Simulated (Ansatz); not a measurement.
Level of theory: B3LYP-D3(BJ)/def2-TZVP in Ansatz (a quantum-chemistry and plane-wave program). No frequencies were computed at this level.

Ansatz 0.2 input:
```yaml
crystal:
  periodic: [false, false, false]
  atoms:
    - { symbol: C, position_ang: [-1.352754, 0.034625, 0.011177] }
    - { symbol: C, position_ang: [-0.064814, -0.086069, -0.018207] }
    - { symbol: C, position_ang: [1.22548, -0.184643, -0.043755] }
    - { symbol: Cl, position_ang: [2.267064, 1.183243, 0.237325] }
    - { symbol: H, position_ang: [-1.920554, 0.264527, -0.876531] }
    - { symbol: H, position_ang: [-1.91488, -0.11048, 0.920239] }
    - { symbol: H, position_ang: [1.760456, -1.101204, -0.230249] }
basis:
  gaussian: { orbitals: def2-tzvp }
hamiltonian:
  xc: b3lyp
  dispersion: d3bj
relax:
  max_steps: 150
```

Output:

```
Functional definition: B3LYP
935 factors; their error is unknown
mean field evaluation 1: about -15675.0909 eV, gradient 5.5e1 eV
mean field evaluation 2: about -15668.9668 eV, gradient 7.1e1 eV
mean field evaluation 4: about -15682.5925 eV, gradient 7.2e0 eV
mean field evaluation 8: about -15682.7072 eV, gradient 2.7e-1 eV
mean field evaluation 16: about -15682.7317 eV, gradient 5.8e-4 eV
mean field -15682.73173052 eV, -576.3297609593 hartree, gradient 2.9e-5 eV, S^2 0.000000; 0 other end points of the search recorded, 0 dependent functions left out
reference -15682.73198049 eV, -576.3297701453 hartree; 19, 19 occupied and 129, 129 virtual orbitals, 935 factors
relax step   1: F+E_penalty+E_count = -15682.96255316 eV  Δ(F+E_penalty+E_count) = +0.000e0 eV  max|allowed force component| = 2.139e-1 eV/Å  Δτ_max = 0.0000 Å  (30 SCF iters, accepted)
these checks for a lower state are left out or cut short: starts, cluster_reference, orbital_swaps, neighbouring_geometries, increment
935 factors; their error is unknown
mean field -15682.67246257 eV, -576.3275829022 hartree, gradient 1.2e-5 eV, S^2 0.000000; 0 other end points of the search recorded, 0 dependent functions left out
reference -15682.67271319 eV, -576.3275921123 hartree; 19, 19 occupied and 129, 129 virtual orbitals, 935 factors
relax step   2: F+E_penalty+E_count = -15682.90286018 eV  Δ(F+E_penalty+E_count) = +5.969e-2 eV  max|allowed force component| = 9.075e-1 eV/Å  Δτ_max = 0.0850 Å  (31 SCF iters, rejected (line search))
these checks for a lower state are left out or cut short: starts, cluster_reference, orbital_swaps, neighbouring_geometries, increment
935 factors; their error is unknown
mean field evaluation 32: about -15682.7353 eV, gradient 1.4e-5 eV
mean field -15682.73533308 eV, -576.3298933510 hartree, gradient 1.4e-5 eV, S^2 0.000000; 0 other end points of the search recorded, 0 dependent functions left out
reference -15682.73558381 eV, -576.3299025652 hartree; 19, 19 occupied and 129, 129 virtual orbitals, 935 factors
relax step   3: F+E_penalty+E_count = -15682.96449874 eV  Δ(F+E_penalty+E_count) = -1.946e-3 eV  max|allowed force component| = 3.146e-1 eV/Å  Δτ_max = 0.0395 Å  (32 SCF iters, accepted)
these checks for a lower state are left out or cut short: starts, cluster_reference, orbital_swaps, neighbouring_geometries, increment
935 factors; their error is unknown
mean field -15682.73573103 eV, -576.3299079752 hartree, gradient 1.2e-5 eV, S^2 0.000000; 0 other end points of the search recorded, 0 dependent functions left out
reference -15682.73598179 eV, -576.3299171907 hartree; 19, 19 occupied and 129, 129 virtual orbitals, 935 factors
relax step   4: F+E_penalty+E_count = -15682.96482725 eV  Δ(F+E_penalty+E_count) = -3.285e-4 eV  max|allowed force component| = 2.701e-1 eV/Å  Δτ_max = 0.0120 Å  (33 SCF iters, accepted)
these checks for a lower state are left out or cut short: starts, cluster_reference, orbital_swaps, neighbouring_geometries, increment
935 factors; their error is unknown
mean field -15682.73587599 eV, -576.3299133026 hartree, gradient 1.4e-5 eV, S^2 0.000000; 0 other end points of the search recorded, 0 dependent functions left out
reference -15682.73612641 eV, -576.3299225054 hartree; 19, 19 occupied and 129, 129 virtual orbitals, 935 factors
relax step   5: F+E_penalty+E_count = -15682.96523103 eV  Δ(F+E_penalty+E_count) = -4.038e-4 eV  max|allowed force component| = 1.597e-1 eV/Å  Δτ_max = 0.0316 Å  (32 SCF iters, accepted)
these checks for a lower state are left out or cut short: starts, cluster_reference, orbital_swaps, neighbouring_geometries, increment
935 factors; their error is unknown
mean field -15682.73769697 eV, -576.3299802221 hartree, gradient 1.4e-5 eV, S^2 0.000000; 0 other end points of the search recorded, 0 dependent functions left out
reference -15682.73794744 eV, -576.3299894267 hartree; 19, 19 occupied and 129, 129 virtual orbitals, 935 factors
relax step   6: F+E_penalty+E_count = -15682.96751424 eV  Δ(F+E_penalty+E_count) = -2.283e-3 eV  max|allowed force component| = 1.477e-2 eV/Å  Δτ_max = 0.0286 Å  (32 SCF iters, accepted)
these checks for a lower state are left out or cut short: starts, cluster_reference, orbital_swaps, neighbouring_geometries, increment
935 factors; their error is unknown
mean field -15682.73769683 eV, -576.3299802173 hartree, gradient 1.2e-5 eV, S^2 0.000000; 0 other end points of the search recorded, 0 dependent functions left out
reference -15682.73794732 eV, -576.3299894224 hartree; 19, 19 occupied and 129, 129 virtual orbitals, 935 factors
relax step   7: F+E_penalty+E_count = -15682.96754114 eV  Δ(F+E_penalty+E_count) = -2.690e-5 eV  max|allowed force component| = 1.032e-3 eV/Å  Δτ_max = 0.0029 Å  (33 SCF iters, accepted)
935 factors; their error is unknown
mean field evaluation 64: about -15682.7375 eV, gradient 3.9e-1 eV
mean field -15682.73769683 eV, -576.3299802173 hartree, gradient 1.2e-5 eV, S^2 0.000000; 1 other end points of the search recorded, 0 dependent functions left out
reference -15682.73794732 eV, -576.3299894224 hartree; 19, 19 occupied and 129, 129 virtual orbitals, 935 factors
Total energy: -15682.96779162 eV, -576.3384360448 hartree
Atom 0 at    -1.360399     0.026754     0.009521 Å, force    -0.000156     0.000084    -0.000487 eV/Å
Atom 1 at    -0.064736    -0.068083    -0.013936 Å, force     0.000134    -0.000191     0.000197 eV/Å
Atom 2 at     1.227322    -0.175510    -0.039908 Å, force     0.000879     0.000922     0.000142 eV/Å
Atom 3 at     2.296227     1.181081     0.237715 Å, force    -0.000883    -0.000257    -0.000671 eV/Å
Atom 4 at    -1.925981     0.256033    -0.887197 Å, force    -0.000172     0.001032    -0.000066 eV/Å
Atom 5 at    -1.920590    -0.118199     0.926974 Å, force    -0.000163    -0.000735     0.000352 eV/Å
Atom 6 at     1.748156    -1.102076    -0.233171 Å, force     0.000362    -0.000856     0.000535 eV/Å
Dipole moment:    -0.281344    -0.210151    -0.042662 e Å
```

Cost: about 50 core-seconds (a rough figure).
